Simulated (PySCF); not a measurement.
A geometry optimisation, step by step.

Compound: C7H8N2S.
Numbering: `[CH3:1][NH:2][c:3]1[cH:4][s:5][c:6]2[cH:7][cH:8][nH:9][c:10]12` (hydrogens: H11, H12, H13 on C1; H14 on N2; H15 on C4; H16 on C7; H17 on C8; H18 on N9)

Computed by this run: PBE0-D3(BJ)/def2-SVP geometry optimisation, gas phase in PySCF; density fitting, grid level 1; the optimiser is geomeTRIC in internal coordinates, started from a GFN2-xTB structure. 6 of its 7 geometries are shown. The frame can shift and turn from step to step; on so coarse a grid that alone can change the energy by a few meV, and forces under 0.02 eV/Å are noise.

Step 0: E = -21177.9383 eV, largest atomic force 0.823 eV/Å
```
atom  x, y, z in Å  |  force x, y, z in eV/Å
C1     -2.968    0.448   -0.162    0.662  -0.042  -0.268
N2     -1.632    0.259   -0.677   -0.048   0.041   0.174
C3     -0.621   -0.063    0.223   -0.385   0.174  -0.706
C4     -0.769   -0.455    1.521    0.386  -0.162   0.440
S5      0.725   -0.877    2.321    0.027   0.031  -0.108
C6      1.607   -0.504    0.882   -0.371  -0.022   0.257
C7      2.925   -0.486    0.387   -0.074  -0.034   0.097
C8      2.829   -0.068   -0.915    0.042   0.085  -0.202
N9      1.521    0.174   -1.235   -0.117   0.023  -0.042
C10     0.755   -0.095   -0.140    0.111  -0.085   0.259
H11    -3.034    1.247    0.588   -0.070   0.208   0.276
H12    -3.632    0.686   -0.991   -0.296   0.046  -0.220
H13    -3.301   -0.483    0.294   -0.239  -0.289   0.167
H14    -1.353    0.983   -1.327    0.010   0.074  -0.047
H15    -1.674   -0.544    2.086   -0.619  -0.007   0.271
H16     3.820   -0.745    0.914    0.583  -0.134   0.236
H17     3.606    0.079   -1.638    0.432   0.080  -0.422
H18     1.188    0.451   -2.142   -0.032   0.014  -0.162
```

Step 1: E = -21177.9897 eV, largest atomic force 0.129 eV/Å
```
atom  x, y, z in Å  |  force x, y, z in eV/Å
C1     -3.015    0.422   -0.181   -0.101   0.044   0.038
N2     -1.673    0.312   -0.679    0.015  -0.027  -0.034
C3     -0.668   -0.037    0.212    0.057   0.021   0.064
C4     -0.818   -0.418    1.527   -0.082  -0.033  -0.006
S5      0.678   -0.843    2.319    0.014  -0.009   0.035
C6      1.572   -0.488    0.883   -0.038   0.002   0.020
C7      2.899   -0.482    0.377    0.110  -0.029   0.061
C8      2.801   -0.079   -0.939    0.001   0.005  -0.053
N9      1.484    0.161   -1.250    0.007   0.021   0.003
C10     0.719   -0.089   -0.142   -0.018   0.030  -0.101
H11    -3.133    1.182    0.621   -0.003  -0.042  -0.021
H12    -3.697    0.677   -1.005    0.026   0.000   0.022
H13    -3.345   -0.546    0.232    0.032   0.017  -0.031
H14    -1.410    1.076   -1.291    0.011  -0.005   0.003
H15    -1.749   -0.488    2.088    0.051   0.020  -0.014
H16     3.819   -0.737    0.900   -0.040   0.013  -0.022
H17     3.585    0.058   -1.683   -0.028  -0.013   0.022
H18     1.144    0.405   -2.168   -0.012  -0.015   0.013
```

Step 2: E = -21177.9910 eV, largest atomic force 0.073 eV/Å
```
atom  x, y, z in Å  |  force x, y, z in eV/Å
C1     -3.017    0.417   -0.184   -0.016  -0.006   0.007
N2     -1.670    0.324   -0.675    0.000  -0.001  -0.017
C3     -0.665   -0.028    0.216    0.008   0.006   0.035
C4     -0.816   -0.412    1.530   -0.018  -0.003  -0.021
S5      0.681   -0.836    2.322    0.006  -0.006  -0.011
C6      1.572   -0.484    0.884    0.008   0.027   0.003
C7      2.900   -0.485    0.378   -0.035  -0.017  -0.027
C8      2.799   -0.088   -0.941    0.051   0.022  -0.037
N9      1.484    0.162   -1.252    0.024  -0.020   0.066
C10     0.720   -0.082   -0.142   -0.036   0.000   0.015
H11    -3.148    1.157    0.633    0.008  -0.006  -0.002
H12    -3.694    0.684   -1.007    0.008   0.009   0.001
H13    -3.339   -0.562    0.204   -0.001  -0.006  -0.004
H14    -1.407    1.096   -1.277   -0.004   0.005  -0.003
H15    -1.745   -0.476    2.093    0.000   0.011   0.003
H16     3.819   -0.743    0.898   -0.001   0.000  -0.004
H17     3.580    0.038   -1.688    0.005   0.001  -0.002
H18     1.142    0.401   -2.171   -0.006  -0.015  -0.001
```

Step 4: E = -21177.9916 eV, largest atomic force 0.044 eV/Å
```
atom  x, y, z in Å  |  force x, y, z in eV/Å
C1     -3.018    0.410   -0.187    0.021  -0.014  -0.012
N2     -1.667    0.338   -0.672    0.010  -0.001  -0.001
C3     -0.664   -0.015    0.220   -0.009   0.001  -0.010
C4     -0.816   -0.400    1.534    0.032  -0.001   0.001
S5      0.681   -0.829    2.324   -0.006  -0.006   0.009
C6      1.574   -0.479    0.885   -0.012   0.004   0.011
C7      2.900   -0.493    0.375   -0.039   0.011  -0.017
C8      2.799   -0.095   -0.944    0.000  -0.028  -0.006
N9      1.484    0.159   -1.251    0.008   0.024   0.001
C10     0.721   -0.075   -0.138    0.015  -0.010   0.012
H11    -3.158    1.126    0.648   -0.003   0.010   0.009
H12    -3.690    0.696   -1.008   -0.007   0.009  -0.003
H13    -3.335   -0.582    0.171   -0.007  -0.004   0.004
H14    -1.407    1.122   -1.261   -0.010   0.004  -0.001
H15    -1.743   -0.453    2.100   -0.010  -0.002   0.005
H16     3.819   -0.758    0.892    0.009   0.004   0.007
H17     3.578    0.023   -1.694    0.007   0.003  -0.006
H18     1.138    0.389   -2.170    0.001  -0.004  -0.004
```

Step 5: E = -21177.9916 eV, largest atomic force 0.035 eV/Å
```
atom  x, y, z in Å  |  force x, y, z in eV/Å
C1     -3.017    0.411   -0.186   -0.007   0.003   0.000
N2     -1.667    0.338   -0.673    0.002  -0.009   0.002
C3     -0.663   -0.015    0.219    0.004   0.003  -0.001
C4     -0.815   -0.401    1.533   -0.027   0.001   0.013
S5      0.681   -0.830    2.325   -0.005   0.007  -0.025
C6      1.572   -0.479    0.886    0.022   0.013  -0.018
C7      2.898   -0.492    0.375    0.027  -0.023   0.001
C8      2.799   -0.098   -0.945    0.012   0.010  -0.003
N9      1.484    0.160   -1.252   -0.006  -0.009   0.020
C10     0.721   -0.075   -0.139   -0.020   0.005   0.010
H11    -3.154    1.127    0.650   -0.003  -0.003   0.000
H12    -3.690    0.699   -1.006    0.001   0.002   0.004
H13    -3.337   -0.581    0.172    0.003   0.004  -0.003
H14    -1.409    1.123   -1.261    0.000   0.000   0.001
H15    -1.743   -0.455    2.098    0.003   0.000  -0.004
H16     3.817   -0.755    0.894   -0.002   0.001  -0.003
H17     3.579    0.017   -1.695   -0.002   0.003   0.005
H18     1.139    0.389   -2.172   -0.003  -0.009   0.003
```

Step 6: E = -21177.9917 eV, largest atomic force under 0.02 eV/Å
```
atom  x, y, z in Å  |  force x, y, z in eV/Å
C1     -3.017    0.411   -0.187   -0.001   0.001   0.000
N2     -1.667    0.339   -0.673    0.001  -0.004  -0.001
C3     -0.664   -0.015    0.220    0.001   0.002   0.000
C4     -0.816   -0.400    1.533    0.003   0.001   0.003
S5      0.681   -0.829    2.324   -0.001  -0.003   0.002
C6      1.573   -0.479    0.885   -0.005   0.007   0.005
C7      2.899   -0.494    0.374    0.000  -0.013  -0.003
C8      2.799   -0.099   -0.946    0.002   0.005  -0.002
N9      1.484    0.159   -1.251    0.001   0.000  -0.001
C10     0.721   -0.075   -0.139   -0.001   0.004  -0.002
H11    -3.155    1.126    0.650    0.000  -0.001   0.001
H12    -3.690    0.701   -1.006    0.001   0.002   0.001
H13    -3.337   -0.581    0.170    0.000   0.001  -0.001
H14    -1.409    1.124   -1.260    0.000   0.001   0.000
H15    -1.744   -0.454    2.099    0.002   0.000  -0.001
H16     3.818   -0.757    0.893   -0.002   0.001  -0.001
H17     3.578    0.017   -1.696   -0.001   0.003   0.002
H18     1.138    0.387   -2.171   -0.001  -0.007  -0.001
```

**Question.** Summarise the path.

**Answer.** The energy falls by 1.23 kcal/mol from step 0 to step 6; nine tenths of that is first reached at step 1. It rises by more than 0.2 meV at step 3. The largest force goes from 0.823 to under 0.02 eV/Å. Among the bonds C4–H15 changes most (a near tie, within 0.001 Å, with another), from 1.070 to 1.088 Å; the atoms move by 0.080 Å rms after alignment.

What follows is the cost of the whole optimisation. Cost: about 5 min of CPU time on one thread; the machine was shared, so the figure is rough.
